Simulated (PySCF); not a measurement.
C3F7, charge +1, multiplicity 1.

```xyz
10

F     -0.4938    -1.9425     1.0572
C     -0.1428    -1.4036     0.0000
F     -0.4938    -1.9425    -1.0572
C      0.6712    -0.0743     0.0000
F      1.4057    -0.0657     1.0987
F      1.4057    -0.0657    -1.0987
C     -0.3614     1.1270     0.0000
F      0.2953     2.2524     0.0000
F     -1.1152     0.9990     1.0857
F     -1.1152     0.9990    -1.0857
```
Charge +1, spin multiplicity 1.

Coordinates come from a B3LYP-D3(BJ)/def2-SVP optimisation. The geometry has at least one imaginary mode, so it is a saddle point at that level. The multiplicity is an assumed one; other spin states were not compared. The isomer is the one that the SMILES or the coordinates give; other isomers of the formula were not compared. One conformer was computed; it need not be the lowest.

Level of theory: PBE0/pcSseg-1 in PySCF. Non-relativistic, no solvent.

Give the absolute GIAO shielding of each atom: isotropic value and principal components (ppm). (The exact figures need the calculation; the answer reports its results.)


```csv
atom,σ(iso),σ11,σ22,σ33,span
F1,15.0,-291.2,15.1,321.1,612.2
C2,-29.9,-120.8,-25.6,56.8,177.6
F3,15.0,-291.2,15.1,321.1,612.2
C4,66.3,50.8,66.1,82.0,31.3
F5,295.6,204.0,337.3,345.5,141.5
F6,295.6,204.0,337.3,345.5,141.5
C7,60.4,43.1,65.8,72.4,29.3
F8,243.4,204.6,212.4,313.3,108.7
F9,244.1,178.0,233.5,320.8,142.7
F10,244.1,178.0,233.5,320.8,142.7
```
